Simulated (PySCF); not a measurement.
Simulated outer-valence photoelectron spectrum of `C[NH][GaH2]`. Level of theory: EOM-IP-CCSD/aug-cc-pVDZ in PySCF, restricted Hartree–Fock reference, 11 core orbitals frozen, non-relativistic, gas phase, PBE0-D3(BJ)/def2-SVP geometry.

Each root has a Gaussian of 0.8 eV full width with its one-hole share as area; cross sections and vibrations are left out, and the highest printed point is 100.

ionisation energy (eV), intensity and a bar:
```
      7.6          0 
      7.8          1 
      8.0          5 #
      8.2         15 ####
      8.4         34 ##########
      8.6         54 ################
      8.8         61 ##################
      9.0         49 ###############
      9.2         27 ########
      9.4         11 ###
      9.6          3 #
      9.8          1 
     10.0          0 
     10.2          2 
     10.4          7 ##
     10.6         20 ######
     10.8         45 ##############
     11.0         75 #######################
     11.2         97 #############################
     11.4        100 ##############################
     11.6         83 #########################
     11.8         54 ################
     12.0         26 ########
     12.2         10 ###
     12.4          3 #
     12.6          2 
     12.8          5 #
     13.0         15 #####
     13.2         34 ##########
     13.4         54 ################
     13.6         62 ###################
     13.8         54 ################
     14.0         44 #############
     14.2         49 ###############
     14.4         70 #####################
     14.6         90 ###########################
     14.8         97 #############################
     15.0         86 ##########################
     15.2         62 ###################
     15.4         36 ###########
     15.6         21 ######
     15.8         23 #######
     16.0         39 ############
     16.2         56 #################
     16.4         58 #################
     16.6         42 #############
     16.8         22 ######
     17.0          8 ##
     17.2          2 #
     17.4          0
```

Where are the maxima, and how many lines lie under the curve?

5 maxima, at 8.8, 11.3, 13.6, 14.8 and 16.3 eV, from 7 lines. At this width some lines have no maximum of their own.

List the lines with their holes.

| E (eV) | leading hole (HF orbital) | area | Koopmans (eV) |
| --- | --- | --- | --- |
| 8.77 | HOMO | 0.94 | 9.78 |
| 11.12 | HOMO-1 | 0.95 | 11.60 |
| 11.54 | HOMO-2 | 0.95 | 12.43 |
| 13.57 | HOMO-3 | 0.95 | 14.37 |
| 14.56 | HOMO-4 | 0.95 | 15.63 |
| 15.01 | HOMO-5 | 0.93 | 16.18 |
| 16.32 | HOMO-6 | 0.92 | 17.70 |

The widest gap, 2.35 eV, lies between 8.77 and 11.12 eV. Only orbitals with −ε under 21 eV, eight at most, were ionised, so the high end of the curve may lack lines.
